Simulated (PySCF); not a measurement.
C6H15OP.
SMILES with atom numbers: `[CH3:1][CH2:2][P:3](=[O:4])([CH2:5][CH3:6])[CH2:7][CH3:8]` (hydrogens: H9, H10, H11 on C1; H12, H13 on C2; H14, H15 on C5; H16, H17, H18 on C6; H19, H20 on C7; H21, H22, H23 on C8)

Computed by this run: PBE0-D3(BJ)/def2-SVP geometry optimisation, gas phase in PySCF; density fitting, grid level 1; the optimiser is geomeTRIC in internal coordinates, started from a GFN2-xTB structure.

Step 0: E = -17781.6501 eV
```
atom  x, y, z in Å  |  force x, y, z in eV/Å
C1      2.7064    0.5247    0.6604   -0.185  -0.252  -0.282
C2      1.7934   -0.2009   -0.3153   -0.359   0.157   0.723
P3      0.1670   -0.5389    0.4922   -0.061   0.967  -2.178
O4      0.2913   -1.2959    1.7450    0.213  -1.108   1.792
C5     -0.7968   -1.4390   -0.8009   -0.139   0.312   0.739
C6     -2.2040   -1.7193   -0.2968    0.405  -0.001  -0.166
C7     -0.6595    1.0847    0.7657    0.238  -0.308  -0.533
C8     -0.8545    1.9652   -0.4558    0.047  -0.281   0.472
H9      2.7050   -0.0018    1.6136    0.057  -0.141   0.378
H10     2.3637    1.5435    0.8315   -0.063   0.424   0.110
H11     3.7272    0.5650    0.2844    0.386   0.070  -0.098
H12     1.6668    0.3580   -1.2419   -0.106   0.146  -0.406
H13     2.2105   -1.1817   -0.5595    0.020  -0.291  -0.125
H14    -0.8068   -0.8913   -1.7427    0.093   0.207  -0.379
H15    -0.2603   -2.3798   -0.9536    0.235  -0.187  -0.070
H16    -2.7959   -0.8067   -0.2636   -0.308   0.320   0.035
H17    -2.7136   -2.4347   -0.9398   -0.250  -0.238  -0.210
H18    -2.1495   -2.1323    0.7093   -0.069  -0.176   0.375
H19    -0.0581    1.5895    1.5269    0.132   0.071   0.260
H20    -1.6171    0.8414    1.2344   -0.208  -0.092   0.199
H21    -1.3608    2.8869   -0.1727   -0.179   0.364  -0.006
H22     0.1008    2.2279   -0.9042    0.356   0.166  -0.256
H23    -1.4599    1.4623   -1.2064   -0.255  -0.131  -0.374
```

**Question.** Estimate the geometry and energy of step 1. (The exact step hangs on the optimiser's Hessian estimate; all steps are aligned on step 0, rigid shifts and turns removed.)

**Answer.** E = -17781.7482 eV, largest force 0.202 eV/Å
```
atom  x, y, z in Å  |  force x, y, z in eV/Å
C1      2.7307    0.5222    0.6751    0.012   0.043   0.070
C2      1.7815   -0.1802   -0.2833    0.010  -0.109  -0.170
P3      0.1704   -0.5436    0.4942   -0.032  -0.006   0.164
O4      0.2999   -1.3216    1.7751   -0.016   0.082  -0.111
C5     -0.8082   -1.4155   -0.7764    0.109  -0.070  -0.138
C6     -2.2153   -1.7312   -0.2922   -0.058   0.019   0.054
C7     -0.6518    1.0704    0.7395   -0.020   0.013   0.159
C8     -0.8564    1.9499   -0.4812   -0.003   0.045  -0.070
H9      2.7617   -0.0150    1.6355    0.003   0.003  -0.020
H10     2.4108    1.5569    0.8801    0.009  -0.030  -0.005
H11     3.7530    0.5664    0.2695   -0.030   0.000  -0.006
H12     1.6333    0.3879   -1.2192    0.010  -0.038   0.057
H13     2.1837   -1.1690   -0.5699   -0.010   0.066   0.009
H14    -0.8089   -0.8417   -1.7206    0.000  -0.032   0.060
H15    -0.2479   -2.3486   -0.9682   -0.035   0.056   0.001
H16    -2.8326   -0.8210   -0.2187    0.010  -0.035   0.003
H17    -2.7314   -2.4262   -0.9719    0.025   0.021  -0.003
H18    -2.1765   -2.1926    0.7068    0.004  -0.001  -0.023
H19    -0.0499    1.5804    1.5121   -0.031  -0.017  -0.033
H20    -1.6098    0.8293    1.2326    0.042   0.008  -0.019
H21    -1.3567    2.8919   -0.2064    0.011  -0.022  -0.012
H22     0.0996    2.2184   -0.9592   -0.033  -0.009   0.008
H23    -1.4838    1.4596   -1.2432    0.023   0.010   0.025
```

The energy changes by -0.0981 eV. The first-order estimate −F·Δx gives -0.2190 eV and the mean of the old and new forces, exact on a quadratic surface, -0.0990 eV. The step makes an angle of 74° with the force vector and moves no atom by more than 0.069 Å.

What follows is the cost of the whole optimisation. The run took 1.8 min on one thread, Intel Xeon Platinum 8259CL at 2.50 GHz (x86_64), no GPU, shared host, and the process peaked at 0.88 GiB of memory.
